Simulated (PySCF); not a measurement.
In(F)3 cation (F₃In), SMILES [F][In]([F])[F] (connectivity only; charge and spin as stated), charge +1, multiplicity 2.

Geometry optimised at B3LYP-D3(BJ)/def2-SVP. The spin state was assumed, not searched. The isomer is the one that the SMILES or the coordinates give; other isomers of the formula were not compared. The def2 effective core potentials stand for the cores of In; spin–orbit coupling is left out.

Level of theory: PBE/def2-TZVPD (PySCF).

Isolated molecule, no solvent.

total energy: -489.14868 hartree
point group: C2v
α spin, highest occupied and lowest empty level: -15.88 and -11.72 eV
β spin, highest occupied and lowest empty level: -15.85 and -14.76 eV
dipole moment about the centre of nuclear charge: 0.055 e·Å
mean static polarisability: 32.9 bohr³ (4.87 Å³)
polarisability, principal values: 21.1, 35.3, 42.2 bohr³
⟨S²⟩: 0.754 (pure state 0.75)
